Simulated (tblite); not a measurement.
Species: C5H13GaN2O.
Atom-mapped SMILES: `[CH2:1]=[C:2]([GaH2-:3][NH3+:4])[C@H:5]([OH:6])/[CH:7]=[N:8]\[CH3:9]` (hydrogens: H10, H11 on C1; H12, H13 on Ga3; H14, H15, H16 on N4; H17 on C5; H18 on O6; H19 on C7; H20, H21, H22 on C9)
Bond orders are those of one Lewis drawing.

Computed with GFN2-xTB (tblite), gas phase: L-BFGS steps from a force-field or distance-geometry start until the largest atomic force falls under 0.01 eV/Å.

Step 133: E = -771.9262 eV
```
atom  x, y, z in Å  |  force x, y, z in eV/Å
C1     -0.0107   -1.2742    1.7045   -0.002  -0.036  -0.001
C2     -0.4564   -0.6440    0.6244    0.073   0.018   0.016
Ga3    -2.2880   -0.5567   -0.2297    0.032   0.021   0.000
N4     -2.9773    1.4890   -0.4858   -0.043   0.048   0.036
C5      0.4593    0.1819   -0.2612    0.038  -0.006  -0.049
O6     -0.3559    0.6929   -1.3233   -0.044   0.046   0.035
C7      1.5778   -0.6664   -0.7947    0.046   0.019  -0.042
N8      2.8010   -0.6915   -0.5150   -0.005   0.020   0.076
C9      3.4308    0.1818    0.4283   -0.055   0.005   0.045
H10    -0.6909   -1.8565    2.3083   -0.018   0.006   0.026
H11     1.0246   -1.2598    2.0301   -0.057   0.025  -0.031
H12    -3.4863   -0.9130    0.7121    0.037  -0.010   0.007
H13    -2.4680   -1.1096   -1.6750   -0.030   0.030  -0.020
H14    -3.7800    1.4672   -1.1157    0.059   0.014   0.060
H15    -2.2651    2.0939   -0.8917   -0.016  -0.053  -0.042
H16    -3.2788    1.9065    0.3948   -0.011  -0.074  -0.045
H17     0.8386    1.0559    0.2803    0.004   0.035   0.007
H18    -0.2049    0.1439   -2.1017    0.027  -0.048  -0.036
H19     1.2553   -1.3955   -1.5393   -0.036  -0.011   0.028
H20     4.4255    0.4154    0.0431   -0.066   0.001   0.005
H21     3.5584   -0.3517    1.3734    0.005  -0.015  -0.060
H22     2.8807    1.1098    0.6324    0.062  -0.035  -0.015
```

Step 134: E = -771.9283 eV
```
atom  x, y, z in Å  |  force x, y, z in eV/Å
C1     -0.0077   -1.2696    1.7034    0.043  -0.066   0.031
C2     -0.4508   -0.6326    0.6271    0.033   0.003  -0.009
Ga3    -2.2819   -0.5515   -0.2261    0.010   0.008  -0.007
N4     -2.9809    1.4847   -0.4874   -0.066   0.022   0.010
C5      0.4621    0.1909   -0.2635    0.013   0.015  -0.028
O6     -0.3601    0.6937   -1.3240   -0.038   0.069   0.031
C7      1.5782   -0.6583   -0.7980    0.019  -0.022  -0.040
N8      2.8002   -0.6927   -0.5160    0.022  -0.003   0.076
C9      3.4317    0.1721    0.4328   -0.021   0.025   0.036
H10    -0.6881   -1.8545    2.3060   -0.007   0.034   0.007
H11     1.0291   -1.2617    2.0251   -0.062   0.025  -0.018
H12    -3.4765   -0.9104    0.7178    0.028  -0.016   0.020
H13    -2.4734   -1.1073   -1.6694   -0.016   0.030  -0.016
H14    -3.7795    1.4551   -1.1216    0.051   0.008   0.031
H15    -2.2696    2.0897   -0.8917    0.010  -0.020  -0.058
H16    -3.2941    1.9056    0.3856   -0.009  -0.049   0.020
H17     0.8387    1.0697    0.2721    0.015   0.025   0.008
H18    -0.2095    0.1423   -2.1003    0.030  -0.057  -0.057
H19     1.2505   -1.3879   -1.5404   -0.024   0.003   0.017
H20     4.4247    0.4144    0.0495   -0.054  -0.010  -0.019
H21     3.5659   -0.3680    1.3722   -0.008  -0.038  -0.044
H22     2.8808    1.0954    0.6455    0.030   0.014   0.008
```

Step 135: E = -771.9299 eV
```
atom  x, y, z in Å  |  force x, y, z in eV/Å
C1      0.0057   -1.2608    1.7016    0.028  -0.040  -0.019
C2     -0.4406   -0.6217    0.6267    0.013  -0.036   0.030
Ga3    -2.2748   -0.5455   -0.2187   -0.006   0.002  -0.011
N4     -2.9930    1.4804   -0.4924   -0.089   0.042  -0.004
C5      0.4658    0.2015   -0.2716   -0.012   0.040   0.022
O6     -0.3665    0.7015   -1.3258   -0.005   0.033   0.000
C7      1.5781   -0.6502   -0.8067    0.033  -0.011   0.018
N8      2.7977   -0.6970   -0.5151    0.002  -0.028   0.045
C9      3.4298    0.1548    0.4427    0.000   0.055   0.091
H10    -0.6720   -1.8468    2.3082    0.013   0.061  -0.020
H11     1.0444   -1.2520    2.0149   -0.049   0.014   0.005
H12    -3.4634   -0.9038    0.7313    0.023  -0.025   0.029
H13    -2.4760   -1.1049   -1.6593   -0.008   0.026  -0.016
H14    -3.7829    1.4358   -1.1384    0.094   0.017   0.049
H15    -2.2804    2.0889   -0.8909   -0.025  -0.026  -0.047
H16    -3.3266    1.9041    0.3722    0.011  -0.052   0.002
H17     0.8429    1.0822    0.2611    0.020   0.021   0.002
H18    -0.2159    0.1511   -2.1037    0.019  -0.034  -0.036
H19     1.2453   -1.3785   -1.5457   -0.018  -0.021  -0.040
H20     4.4197    0.4103    0.0603   -0.050  -0.016  -0.035
H21     3.5754   -0.4033    1.3715   -0.027  -0.010  -0.076
H22     2.8769    1.0730    0.6760    0.035  -0.014   0.012
```

Step 136: E = -771.9312 eV
```
atom  x, y, z in Å  |  force x, y, z in eV/Å
C1      0.0096   -1.2593    1.6988    0.017  -0.012  -0.022
C2     -0.4362   -0.6157    0.6269   -0.029  -0.030  -0.005
Ga3    -2.2711   -0.5418   -0.2169   -0.007  -0.008  -0.008
N4     -2.9981    1.4778   -0.4930   -0.027   0.018  -0.019
C5      0.4679    0.2077   -0.2740   -0.015   0.031   0.038
O6     -0.3671    0.7063   -1.3267    0.014  -0.001  -0.033
C7      1.5778   -0.6478   -0.8084    0.001  -0.019   0.013
N8      2.7960   -0.6992   -0.5129    0.008  -0.039   0.035
C9      3.4280    0.1496    0.4474    0.017   0.036   0.039
H10    -0.6685   -1.8432    2.3067    0.018   0.055  -0.023
H11     1.0480   -1.2479    2.0087   -0.009  -0.005   0.034
H12    -3.4554   -0.9014    0.7367    0.014  -0.032   0.034
H13    -2.4767   -1.1024   -1.6567   -0.005   0.025  -0.016
H14    -3.7829    1.4287   -1.1421    0.038   0.012   0.009
H15    -2.2847    2.0846   -0.8918   -0.020  -0.010  -0.038
H16    -3.3367    1.9016    0.3681    0.002  -0.023   0.043
H17     0.8466    1.0884    0.2576    0.017   0.018  -0.006
H18    -0.2182    0.1524   -2.1038    0.008  -0.003  -0.002
H19     1.2415   -1.3779   -1.5449   -0.002  -0.001  -0.033
H20     4.4156    0.4091    0.0635   -0.020  -0.012  -0.045
H21     3.5781   -0.4156    1.3694   -0.025  -0.019  -0.028
H22     2.8761    1.0652    0.6858    0.003   0.018   0.033
```

Q: Estimate the geometry and energy of step 137. (The exact step hangs on the optimiser's Hessian estimate; all steps are aligned on step 136, rigid shifts and turns removed.)

A: E = -771.9324 eV, largest force 0.053 eV/Å
```
atom  x, y, z in Å  |  force x, y, z in eV/Å
C1      0.0234   -1.2512    1.6937    0.005   0.031  -0.025
C2     -0.4296   -0.6022    0.6281   -0.036  -0.020  -0.033
Ga3    -2.2685   -0.5371   -0.2090   -0.004  -0.006   0.007
N4     -3.0131    1.4736   -0.4984   -0.030   0.009  -0.002
C5      0.4702    0.2192   -0.2801   -0.014   0.009   0.036
O6     -0.3703    0.7140   -1.3308    0.027  -0.021  -0.027
C7      1.5770   -0.6407   -0.8146    0.010  -0.013   0.022
N8      2.7933   -0.7025   -0.5118   -0.015  -0.020   0.040
C9      3.4274    0.1336    0.4598   -0.009   0.012   0.002
H10    -0.6530   -1.8285    2.3089    0.018   0.033  -0.020
H11     1.0634   -1.2390    1.9949    0.009  -0.019   0.048
H12    -3.4454   -0.8969    0.7535    0.013  -0.036   0.033
H13    -2.4779   -1.1057   -1.6442   -0.002   0.021  -0.022
H14    -3.7867    1.4137   -1.1600    0.037   0.019   0.027
H15    -2.2979    2.0816   -0.8916   -0.017   0.007  -0.032
H16    -3.3666    1.8976    0.3576    0.013  -0.029  -0.002
H17     0.8535    1.1011    0.2467    0.006   0.017  -0.010
H18    -0.2185    0.1618   -2.1092    0.001   0.010   0.014
H19     1.2379   -1.3664   -1.5550    0.014   0.013  -0.027
H20     4.4108    0.4036    0.0729   -0.015  -0.005  -0.042
H21     3.5868   -0.4533    1.3666   -0.024   0.003  -0.019
H22     2.8736    1.0430    0.7201    0.013  -0.015   0.032
```

The energy changes by -0.0012 eV. The first-order estimate −F·Δx gives -0.0018 eV and the mean of the old and new forces, exact on a quadratic surface, -0.0012 eV. The step makes an angle of 84° with the force vector and moves no atom by more than 0.041 Å.

What follows is the cost of the whole relaxation. Hardware: Intel Xeon at 2.50 GHz, one thread, shared host with 64 logical CPUs at a one-minute load of 64. Cost: 8.8 s of wall time.
